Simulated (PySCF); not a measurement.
## Broadened absorption spectrum of ZrMe2(OMe)2

Species: ZrMe2(OMe)2, C4H12O2Zr (singlet state).
Structure used (PBE0-D3(BJ)/def2-SVP), in Å, numbered top down from 1:
```xyz
19
C4H12O2Zr angstrom
Zr     0.2468    0.1395    0.1914
C      0.2360    0.6863    2.3575
H     -0.7142    0.4527    2.8700
H      0.4257    1.7671    2.4940
H      1.0370    0.1409    2.8913
C      2.2868    0.6201   -0.5809
H      2.4812    0.2349   -1.5978
H      3.0497    0.1752    0.0862
H      2.4652    1.7109   -0.6029
O     -1.0225    1.2535   -0.7224
C     -2.0250    1.8756   -1.4448
H     -2.0108    1.5590   -2.5031
H     -1.9036    2.9726   -1.4198
H     -3.0217    1.6370   -1.0329
O     -0.0034   -1.7594    0.0511
C     -0.3289   -3.0825   -0.1876
H      0.5190   -3.6202   -0.6476
H     -1.1938   -3.1685   -0.8696
H     -0.5862   -3.6013    0.7526
```

Method used: PySCF, TDDFT PBE0/def2-SVPD, vertical, gas phase, core orbitals frozen in the response, def2 core potentials past Kr. Spin–orbit coupling is left out.

Each state is given a Gaussian of 0.25 eV full width at half maximum, with ε(max) = 2.175×10⁸ f / Δν̃ (Δν̃ the width in cm⁻¹). The width is an assumption, not a result. The curve ends short of the highest state used, and states not computed would add to its high-energy end.

```csv
λ (nm),ε (L mol⁻¹ cm⁻¹)
210.3,1533
211.9,1012
213.5,570
215.1,278
216.7,123
218.3,57
219.9,46
221.5,76
223.1,150
224.7,273
226.3,439
227.9,618
229.5,763
231.1,830
232.7,799
234.3,684
235.9,524
237.5,360
239.1,223
240.7,125
242.3,65
243.9,32
245.5,18
247.1,15
248.7,20
250.3,28
251.9,39
253.5,50
255.1,58
256.7,63
258.3,63
259.9,58
261.5,50
263.1,39
264.7,29
266.3,20
267.9,13
269.6,8
271.2,4
272.8,2
274.4,1
276.0,1
277.6,0
279.2,0
```

**Question.** Where are the band maxima, and which computed states make them?

**Answer.** 257 nm (4.82 eV), ε about 64, made up of S1 (100%); 231 nm (5.36 eV), ε about 830, made up of S2 (100%) (ε in L mol⁻¹ cm⁻¹; maxima over ε = 5, shares over 10%). At its high-energy end, 5.90 eV, the curve is still rising (ε about 1600, from S5). The states used: S1 4.82 eV (f 0.0006); S2 5.36 eV (f 0.0077); S3 5.48 eV (f 0.0001); S4 5.73 eV (f 0.0001); S5 5.98 eV (f 0.019); S6 6.07 eV (f 0.0000); S7 6.21 eV (f 0.0060); S8 6.33 eV (f 0.0001); S9 6.39 eV (f 0.0061); S10 6.50 eV (f 0.0094).

**Question.** Does any computed singlet lie in the visible range?

**Answer.** No computed singlet lies in the visible range (380 to 750 nm); the lowest, at 257 nm, stands 1.55 eV above its violet end (3.26 eV).

**Question.** What would ε be at 5.36 eV, the highest of these maxima, with half the width (0.125 eV)?

**Answer.** About 1650 L mol⁻¹ cm⁻¹ against 831, a factor of about 1.99; a lone state at its own centre would give exactly 2.

**Question.** On this curve, what absorbance would a 10⁻³ mol/L sample give at 254 nm over a 1 cm path?

**Answer.** 254 nm is 4.881 eV, where ε is about 53 L mol⁻¹ cm⁻¹, so A = ε c l ≈ 0.053 (Beer–Lambert, with the gas-phase spectrum and the assumed width).

On AMD EPYC, one thread, no GPU, shared host with 64 logical CPUs at a one-minute load of 59, this took 3.1 min (with the writing of density and orbital grids) and 1.2 GiB of memory at its peak.
